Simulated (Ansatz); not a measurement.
**Abstraction of Cl: C2H5Cl2In + GeH3 → C2H5ClIn + GeH3Cl**

Species: C2H5Cl2In `C[CH2][In]([Cl])[Cl]`, singlet; GeH3 `[GeH3]`, doublet; C2H5ClIn `C[CH2][In][Cl]`, doublet; GeH3Cl `[Cl][GeH3]`, singlet. A radical takes Cl: the energy is the difference in strength between the In–Cl bond broken and the Ge–Cl bond made.

Shapes, held fixed at every level: PBE0-D4/def2-TZVP. Flexible molecules stand in one conformer, not always the lowest. Programs: Ansatz 0.2.0. Electronic energies: no zero-point or thermal term.

| level | kind | ΔE (kJ/mol) | less CCSD(T)/def2-TZVPP | CPU time (sum over the molecules) |
| --- | --- | --- | --- | --- |
| HF/def2-TZVPP | Hartree–Fock | -20.2 | +6.1 | – |
| PBE-D4/def2-TZVPP | GGA | -40.7 | -14.4 | 36 s |
| B3LYP-D4/def2-TZVPP | global hybrid | -43.4 | -17.1 | 75 s |
| PBE0-D4/def2-TZVPP | global hybrid | -33.1 | -6.8 | 56 s |
| wB97X-V/def2-TZVPP | range-separated hybrid | -26.1 | +0.2 | 2.2 min |
| B2PLYP/def2-TZVPP | double hybrid | -35.1 | -8.8 | 72 s |
| CCSD(T)/def2-TZVPP | coupled cluster or CI | -26.3 | 0.0 | 70 s |

The highest level, CCSD(T)/def2-TZVPP, gives ΔE = -26.3 kJ/mol; the levels span -43.4 to -20.2. The column of differences is taken from that level and isn't an error. No measured value is set beside it here. Spin contamination: C2H5ClIn (⟨S²⟩ up to 0.80). Open shells run unrestricted unless RO is named. For atoms past krypton def2 sets carry core potentials with scalar relativity. Relativity is left out for Ge unless named. Correlated rows may include outer-core shells of Ge, In, which these sets cover unevenly. Times are processor times on shared x86 and Arm servers, and rough.
